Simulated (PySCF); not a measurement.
PySCF input file for C3H4N2, SMILES [nH]1cccn1 (connectivity only; charge and spin as stated), charge +1, multiplicity 2, ωB97X-D3(BJ)/def2-SVP. 

```python
import numpy as np
from pyscf import gto, scf, dft
from pyscf.geomopt import geometric_solver

mol = gto.M(
    atom='''
    C     0.08345091    1.16410392    0.19495399
    C     1.17096721    0.26762977   -0.01379095
    N     0.65221001   -0.88821051   -0.26425014
    N    -0.66631815   -0.88001925   -0.05243789
    C    -1.08023393    0.36000450    0.15076618
    H     0.15144675    2.23841296    0.17728203
    H     2.21791414    0.48638962   -0.11542746
    H    -1.20545118   -1.74076066   -0.11099089
    H    -2.11025778    0.64313731    0.27437735
    ''',
    basis='def2-SVP',
    charge=1,
    spin=1,
    max_memory=1600,
    verbose=3,
)
mf = dft.UKS(mol, xc='wb97x-d3bj').density_fit(auxbasis='def2-universal-jkfit')
mf.grids.level = 3
mf.conv_tol = 1e-9
mf.max_cycle = 100
mf.kernel()
fine, coarse = mf.grids, dft.Grids(mol).set(level=1).build(with_non0tab=True)
for _ in range(3):  # follow internal instabilities
    mf.grids = coarse
    mo, _, stable, _ = mf.stability(return_status=True, nroots=4)
    mf.grids = fine
    if stable:
        break
    mf.kernel(mf.make_rdm1(mo, mf.mo_occ))
grad = mf.nuc_grad_method()
grad.grid_response = mol.nao <= 150
conv, mol_eq = geometric_solver.kernel(grad, convergence_set='GAU_TIGHT', maxsteps=100)
print(mol_eq.tostring(format='xyz'))
mf.reset(mol_eq)
mf.kernel()
```

It prints:

```
[...]
----------------------------------------------
cycle 8: E = -225.784451139  dE = -2.2031e-05  norm(grad) = 0.00112782
Step    7 : Displace = 5.358e-03/9.089e-03 (rms/max) Trust = 2.031e-02 (=) Grad = 3.759e-04/6.591e-04 (rms/max) E (change) = -225.7844511389 (-2.203e-05) Quality = 0.983
Hessian Eigenvalues: 1.81563e-02 2.33402e-02 2.38711e-02 ... 6.52616e-01 6.79015e-01 8.08647e-01

Geometry optimization cycle 9
Cartesian coordinates (Angstrom)
 Atom        New coordinates             dX        dY        dZ
   C   0.100622   1.192674   0.135797   -0.000421  0.000168 -0.001440
   C   1.167298   0.268444  -0.072464   -0.000182 -0.000261  0.000197
   N   0.712682  -0.954382  -0.186433    0.000003  0.000191 -0.000704
   N  -0.672295  -0.861237  -0.052067    0.000148  0.000049  0.000191
   C  -1.097371   0.355027   0.137272    0.000134  0.000060  0.000389
   H   0.137954   2.276954   0.264907    0.000208 -0.000259  0.000628
   H   2.237550   0.472991  -0.140156   -0.000366 -0.000076  0.000472
   H  -1.222501  -1.721824  -0.110985    0.000228  0.000039  0.000437
   H  -2.150217   0.622048   0.264610    0.000249  0.000090 -0.000170
converged SCF energy = -225.784452659833  <S^2> = 0.76918922  2S+1 = 2.019098
--------------- DFUKS_Scanner gradients ---------------
         x                y                z
0 C     0.0002287782    -0.0000913647    -0.0000360042
1 C    -0.0000467917     0.0003152791     0.0001092604
2 N    -0.0000979297    -0.0001395224    -0.0001417593
3 N     0.0000046625    -0.0000109147     0.0000612285
4 C    -0.0000788764    -0.0000326230    -0.0000296012
5 H    -0.0000374864    -0.0000043926    -0.0000639311
6 H    -0.0000021444    -0.0000366087     0.0000581159
7 H     0.0000156435    -0.0000008712    -0.0000122217
8 H     0.0000141692     0.0000009948     0.0000549089
----------------------------------------------
cycle 9: E = -225.78445266  dE = -1.52091e-06  norm(grad) = 0.000500561
Step    8 : Displace = 6.985e-04/1.495e-03 (rms/max) Trust = 2.873e-02 (+) Grad = 1.669e-04/3.369e-04 (rms/max) E (change) = -225.7844526598 (-1.521e-06) Quality = 1.051
Hessian Eigenvalues: 1.20451e-02 2.33011e-02 2.37760e-02 ... 6.34672e-01 6.56329e-01 8.06300e-01

Geometry optimization cycle 10
Cartesian coordinates (Angstrom)
 Atom        New coordinates             dX        dY        dZ
   C   0.100377   1.192692   0.135835   -0.000246  0.000018  0.000037
   C   1.167203   0.268227  -0.072939   -0.000095 -0.000216 -0.000476
   N   0.712918  -0.954527  -0.185322    0.000236 -0.000145  0.001111
   N  -0.672174  -0.861183  -0.051691    0.000121  0.000054  0.000377
   C  -1.097387   0.355146   0.136944   -0.000016  0.000119 -0.000328
   H   0.138279   2.276675   0.266889    0.000325 -0.000280  0.001981
   H   2.237258   0.473206  -0.141757   -0.000292  0.000215 -0.001602
   H  -1.222411  -1.721760  -0.110271    0.000089  0.000064  0.000714
   H  -2.150342   0.622222   0.262796   -0.000125  0.000174 -0.001814
converged SCF energy = -225.784453348577  <S^2> = 0.76906796  2S+1 = 2.0189779
--------------- DFUKS_Scanner gradients ---------------
         x                y                z
0 C     0.0000706819    -0.0000537214     0.0000085214
1 C    -0.0000930288     0.0001096286     0.0000456184
2 N    -0.0000384023    -0.0000385206    -0.0000263619
3 N     0.0000716882    -0.0000028997     0.0000057497
4 C    -0.0000218030     0.0000440755    -0.0000092741
5 H    -0.0000086529    -0.0000435636    -0.0000165131
6 H    -0.0000445305    -0.0000239229    -0.0000065732
7 H     0.0000206535     0.0000093087     0.0000018836
8 H     0.0000433998    -0.0000004061    -0.0000030565
----------------------------------------------
cycle 10: E = -225.784453349  dE = -6.88744e-07  norm(grad) = 0.000222037
Step    9 : Displace = 1.183e-03/2.055e-03 (rms/max) Trust = 4.063e-02 (+) Grad = 7.401e-05/1.508e-04 (rms/max) E (change) = -225.7844533486 (-6.887e-07) Quality = 1.119
Hessian Eigenvalues: 1.03709e-02 2.34810e-02 2.42355e-02 ... 6.34768e-01 6.74905e-01 8.10697e-01

Geometry optimization cycle 11
Cartesian coordinates (Angstrom)
 Atom        New coordinates             dX        dY        dZ
   C   0.100316   1.192780   0.135581   -0.000061  0.000088 -0.000253
   C   1.167308   0.268148  -0.073192    0.000104 -0.000079 -0.000253
   N   0.712983  -0.954585  -0.185060    0.000066 -0.000058  0.000262
   N  -0.672216  -0.861173  -0.051661   -0.000043  0.000009  0.000030
   C  -1.097428   0.355140   0.136899   -0.000041 -0.000006 -0.000045
   H   0.138346   2.276758   0.267235    0.000067  0.000083  0.000347
   H   2.237429   0.473228  -0.141827    0.000172  0.000021 -0.000069
   H  -1.222534  -1.721736  -0.110124   -0.000123  0.000024  0.000147
   H  -2.150484   0.622142   0.262632   -0.000142 -0.000080 -0.000164
converged SCF energy = -225.784453421684  <S^2> = 0.76903144  2S+1 = 2.0189417
--------------- DFUKS_Scanner gradients ---------------
         x                y                z
0 C     0.0000218275    -0.0000061395    -0.0000171092
1 C    -0.0000115286     0.0000550419     0.0000042500
2 N    -0.0000355071    -0.0000391305     0.0000046181
3 N     0.0000285548    -0.0000047096    -0.0000139600
4 C    -0.0000037223    -0.0000063908     0.0000159407
5 H     0.0000014217     0.0000036299     0.0000093085
6 H     0.0000046570    -0.0000032187    -0.0000006282
7 H    -0.0000010436    -0.0000006938     0.0000021802
8 H    -0.0000046640     0.0000015782    -0.0000045991
----------------------------------------------
cycle 11: E = -225.784453422  dE = -7.31072e-08  norm(grad) = 9.12577e-05
Step   10 : Displace = 2.330e-04/4.074e-04 (rms/max) Trust = 5.746e-02 (+) Grad = 3.042e-05/5.640e-05 (rms/max) E (change) = -225.7844534217 (-7.311e-08) Quality = 1.026
Hessian Eigenvalues: 1.12482e-02 2.33742e-02 2.47609e-02 ... 6.27464e-01 6.92160e-01 8.00765e-01

Geometry optimization cycle 12
Cartesian coordinates (Angstrom)
 Atom        New coordinates             dX        dY        dZ
   C   0.100309   1.192770   0.135594   -0.000007 -0.000010  0.000013
   C   1.167328   0.268109  -0.073162    0.000020 -0.000039  0.000030
   N   0.712995  -0.954584  -0.185054    0.000011  0.000002  0.000006
   N  -0.672226  -0.861164  -0.051627   -0.000010  0.000009  0.000035
   C  -1.097433   0.355155   0.136886   -0.000005  0.000015 -0.000013
   H   0.138340   2.276757   0.267154   -0.000006 -0.000002 -0.000081
   H   2.237439   0.473221  -0.141820    0.000009 -0.000007  0.000006
   H  -1.222549  -1.721721  -0.110120   -0.000015  0.000015  0.000004
   H  -2.150482   0.622161   0.262632    0.000001  0.000019 -0.000000
converged SCF energy = -225.784453428851  <S^2> = 0.76902575  2S+1 = 2.0189361
--------------- DFUKS_Scanner gradients ---------------
         x                y                z
0 C     0.0000066395    -0.0000024520    -0.0000088979
1 C     0.0000031539     0.0000242632     0.0000043582
2 N    -0.0000244250    -0.0000156478    -0.0000000557
3 N     0.0000165852    -0.0000027870    -0.0000035150
4 C    -0.0000036345    -0.0000055956     0.0000062351
5 H     0.0000006537     0.0000002978     0.0000057599
6 H     0.0000029160    -0.0000009985    -0.0000017232
7 H     0.0000004452     0.0000024194     0.0000009818
8 H    -0.0000023568     0.0000004952    -0.0000031432
----------------------------------------------
cycle 12: E = -225.784453429  dE = -7.16653e-09  norm(grad) = 4.51198e-05
Step   11 : Displace = 2.955e-05/4.714e-05 (rms/max) Trust = 8.126e-02 (+) Grad = 1.504e-05/2.901e-05 (rms/max) E (change) = -225.7844534289 (-7.167e-09) Quality = 1.585
Hessian Eigenvalues: 9.65226e-03 2.25037e-02 2.47821e-02 ... 6.19490e-01 6.78635e-01 8.32909e-01

Geometry optimization cycle 13
Cartesian coordinates (Angstrom)
 Atom        New coordinates             dX        dY        dZ
   C   0.100315   1.192766   0.135588    0.000006 -0.000004 -0.000006
   C   1.167335   0.268064  -0.073138    0.000008 -0.000045  0.000024
   N   0.713009  -0.954598  -0.185019    0.000015 -0.000014  0.000035
   N  -0.672246  -0.861155  -0.051606   -0.000020  0.000009  0.000021
   C  -1.097429   0.355178   0.136877    0.000003  0.000023 -0.000009
   H   0.138347   2.276771   0.266994    0.000007  0.000014 -0.000161
   H   2.237439   0.473196  -0.141776    0.000000 -0.000025  0.000044
   H  -1.222580  -1.721710  -0.110120   -0.000031  0.000011 -0.000000
   H  -2.150466   0.622194   0.262683    0.000017  0.000034  0.000052
converged SCF energy = -225.784453433938  <S^2> = 0.76901687  2S+1 = 2.0189273
--------------- DFUKS_Scanner gradients ---------------
         x                y                z
0 C     0.0000047289    -0.0000041219    -0.0000007621
1 C    -0.0000003056    -0.0000031417    -0.0000017951
2 N     0.0000028368     0.0000053220     0.0000024923
3 N     0.0000073580    -0.0000022324    -0.0000014322
4 C    -0.0000071725     0.0000087943     0.0000009764
5 H    -0.0000008410     0.0000011553     0.0000015586
6 H    -0.0000029022     0.0000002369    -0.0000003905
7 H    -0.0000044056    -0.0000052427    -0.0000015222
8 H     0.0000006977    -0.0000007684     0.0000008774
----------------------------------------------
cycle 13: E = -225.784453434  dE = -5.0872e-09  norm(grad) = 1.8729e-05
Step   12 : Displace = 5.069e-05/9.498e-05 (rms/max) Trust = 1.149e-01 (+) Grad = 6.243e-06/1.139e-05 (rms/max) E (change) = -225.7844534339 (-5.087e-09) Quality = 1.951
Hessian Eigenvalues: 8.55260e-03 2.33212e-02 2.47808e-02 ... 6.21015e-01 7.09047e-01 8.32238e-01

Geometry optimization cycle 14
Cartesian coordinates (Angstrom)
 Atom        New coordinates             dX        dY        dZ
   C   0.100319   1.192768   0.135579    0.000004  0.000002 -0.000009
   C   1.167336   0.268051  -0.073127    0.000001 -0.000013  0.000011
   N   0.712999  -0.954608  -0.185017   -0.000011 -0.000010  0.000002
   N  -0.672257  -0.861150  -0.051592   -0.000011  0.000005  0.000013
   C  -1.097425   0.355183   0.136875    0.000005  0.000005 -0.000002
   H   0.138357   2.276777   0.266935    0.000010  0.000006 -0.000059
   H   2.237446   0.473173  -0.141757    0.000007 -0.000023  0.000019
   H  -1.222591  -1.721698  -0.110094   -0.000010  0.000012  0.000026
   H  -2.150459   0.622210   0.262681    0.000006  0.000015 -0.000002
converged SCF energy = -225.784453435499  <S^2> = 0.76901161  2S+1 = 2.0189221
--------------- DFUKS_Scanner gradients ---------------
         x                y                z
0 C     0.0000072499    -0.0000019712    -0.0000001552
1 C    -0.0000042727     0.0000024063     0.0000002421
2 N    -0.0000045831     0.0000007176     0.0000000183
3 N     0.0000033504    -0.0000054170    -0.0000002823
4 C    -0.0000002225     0.0000002502    -0.0000011278
5 H    -0.0000005499     0.0000015783     0.0000008828
6 H     0.0000001310     0.0000009581     0.0000000266
7 H     0.0000003252     0.0000015105    -0.0000008349
8 H    -0.0000014326    -0.0000000288     0.0000012290
----------------------------------------------
cycle 14: E = -225.784453435  dE = -1.56115e-09  norm(grad) = 1.24614e-05
Step   13 : Displace = 1.393e-05/2.443e-05 (rms/max) Trust = 1.625e-01 (+) Grad = 4.154e-06/7.515e-06 (rms/max) E (change) = -225.7844534355 (-1.561e-09) Quality = 4.928
Hessian Eigenvalues: 8.55260e-03 2.33212e-02 2.47808e-02 ... 6.21015e-01 7.09047e-01 8.32238e-01
Converged! =D

9
XYZ from PySCF
C           0.10031881        1.19276818        0.13557899
C           1.16733611        0.26805120       -0.07312654
N           0.71299879       -0.95460759       -0.18501693
N          -0.67225681       -0.86115016       -0.05159241
C          -1.09742460        0.35518299        0.13687499
H           0.13835715        2.27677657        0.26693471
H           2.23744594        0.47317290       -0.14175722
H          -1.22259075       -1.72169767       -0.11009374
H          -2.15045937        0.62220978        0.26268066
converged SCF energy = -225.784453436224  <S^2> = 0.76899488  2S+1 = 2.0189055
```

The calculation finished and met its thresholds.

Cost: around 2.3 core-minutes (rough).
